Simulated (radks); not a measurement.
Values are calculated unless marked as measured or tabulated.
The nuclear charge of the chlorine ion Cl2+ is varied continuously with 15 electrons held in [Ne] 3s2 3p3. Code: a radial shooting solver on a logarithmic mesh with Libxc functionals. Model: Dirac Kohn-Sham, PBE, spin-unpolarised, spherical densities, finite nucleus; open shells are shared between the two j in proportion to 2j + 1; Fermi nuclear charge, rms radius 3.3654 fm. By the Hellmann-Feynman theorem dE/dZ = E(electron-nucleus)/Z, the electronic potential at the nucleus (averaged over a nucleus of fixed radius).

Z = 16: E (hartree) -398.61398; E(electron-nucleus)/Z (hartree) -59.0450; HOMO 3p3/2; e(HOMO) (eV) -16.762; <r> HOMO (bohr) 1.898
Z = 16.2: E (hartree) -410.51622; E(electron-nucleus)/Z (hartree) -59.9774; HOMO 3p3/2; e(HOMO) (eV) -19.458; <r> HOMO (bohr) 1.829
Z = 16.4: E (hartree) -422.60491; E(electron-nucleus)/Z (hartree) -60.9094; HOMO 3p3/2; e(HOMO) (eV) -22.295; <r> HOMO (bohr) 1.766
Z = 16.6: E (hartree) -434.87999; E(electron-nucleus)/Z (hartree) -61.8413; HOMO 3p3/2; e(HOMO) (eV) -25.270; <r> HOMO (bohr) 1.708
Z = 16.8: E (hartree) -447.34142; E(electron-nucleus)/Z (hartree) -62.7730; HOMO 3p3/2; e(HOMO) (eV) -28.382; <r> HOMO (bohr) 1.654
Z = 17: E (hartree) -459.98919; E(electron-nucleus)/Z (hartree) -63.7047; HOMO 3p3/2; e(HOMO) (eV) -31.629; <r> HOMO (bohr) 1.604
Z = 17.2: E (hartree) -472.82330; E(electron-nucleus)/Z (hartree) -64.6363; HOMO 3p3/2; e(HOMO) (eV) -35.009; <r> HOMO (bohr) 1.558
Z = 17.4: E (hartree) -485.84373; E(electron-nucleus)/Z (hartree) -65.5680; HOMO 3p3/2; e(HOMO) (eV) -38.523; <r> HOMO (bohr) 1.514
Z = 17.6: E (hartree) -499.05050; E(electron-nucleus)/Z (hartree) -66.4997; HOMO 3p3/2; e(HOMO) (eV) -42.169; <r> HOMO (bohr) 1.473
Z = 17.8: E (hartree) -512.44362; E(electron-nucleus)/Z (hartree) -67.4315; HOMO 3p3/2; e(HOMO) (eV) -45.946; <r> HOMO (bohr) 1.435
Z = 18: E (hartree) -526.02312; E(electron-nucleus)/Z (hartree) -68.3635; HOMO 3p3/2; e(HOMO) (eV) -49.853; <r> HOMO (bohr) 1.398

The central difference of E at Z = 17 is -63.705 hartree, to compare with the third column; the second derivative is -4.66 hartree.
